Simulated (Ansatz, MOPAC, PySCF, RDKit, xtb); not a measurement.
Dimer: CH5N (SMILES CN) (first 7 atoms) with CH2O2 (SMILES O=CO); geometry from B3LYP-D3(BJ)/def2-TZVP, rigid monomers moved along the line of their centres of mass till N2···H12 is 2.30 Å.
(charge 0, multiplicity 1):
```xyz
12

C     -0.28243     0.21700     0.09659
N      0.80153    -0.51392     0.77010
H      0.03996     1.24075    -0.09344
H     -1.14173     0.24602     0.76498
H     -0.59080    -0.23331    -0.85142
H      1.62336    -0.58020     0.18076
H      0.50019    -1.45765     0.98962
O     -1.05249    -0.79410     3.99130
C     -0.25234    -0.05602     4.51689
O      0.82072     0.45999     3.94496
H     -0.33888     0.27426     5.56297
H      0.87592     0.12457     2.98093
```

| level | interaction energy (kJ/mol) | cost |
|---|---|---|
| MMFF94 | -31.0 | - |
| UFF | 6.8 | - |
| PM3 | -10.7 | - |
| PM6 | -24.4 | - |
| GFN2-xTB | -28.1 | - |
| HF/aug-cc-pVDZ | -31.9 | - |
| PBE/def2-TZVPPD | -37.8 | ×1 |
| BP86/6-31G* (no counterpoise) | -45.1 | - |
| r2SCAN-D3(BJ)/def2-TZVPPD | -40.7 | ×2 |
| r2SCAN-D4/def2-TZVPPD | -40.6 | ×2 |
| B3LYP/6-31G* | -39.7 | - |
| B3LYP/6-31G* (no counterpoise) | -46.3 | - |
| B3LYP-D3(BJ)/def2-TZVPPD | -40.5 | ×1 |
| PBE0/def2-TZVPPD | -37.2 | ×1 |
| PBE0-D3(BJ)/def2-TZVPPD | -41.0 | ×1 |
| PBE0-D4/def2-TZVPPD | -40.9 | ×1 |
| wB97M-V/def2-TZVPPD | -39.3 | ×4 |
| MP2/6-31G* | -40.1 | - |
| MP2/6-31G* (no counterpoise) | -48.7 | - |
| CCSD(T)/aug-cc-pVDZ | -37.1 | ×10 |

The rows run from -48.7 (MP2/6-31G* (no counterpoise)) to 6.8 kJ/mol (UFF). The dispersion term adds -3.8 in PBE0-D3(BJ), -3.7 in PBE0-D4. The 3 functionals in def2-TZVPPD without D3 or D4 span 2.0, from wB97M-V to PBE0.

Monomers are frozen at their geometry in the pair; levels with a basis set take the counterpoise correction. Rows marked so take none. RDKit's UFF carries no charges.

Frozen-core correlation. Rows in 6-31G* carry no dispersion term and start afresh at each structure (6-31G* with six Cartesian d functions). MP2/6-31G* freezes PySCF's default core. The state that PM3, PM6 reach isn't checked.

Programs: Ansatz (Gaussian basis) for Hartree–Fock, density functionals and correlated methods; MOPAC for PM3, PM6 (differences of heats of formation); PySCF for 6-31G* rows, the dispersion terms; RDKit for the force fields; xtb for the GFN methods. Values without a source in brackets are computed.

Costs are rough ratios of core time to PBE/def2-TZVPPD (about 7 s over the structures, on one shared machine); a dash marks a level with no comparable run of its own.

Ansatz is a quantum-chemistry and plane-wave program.
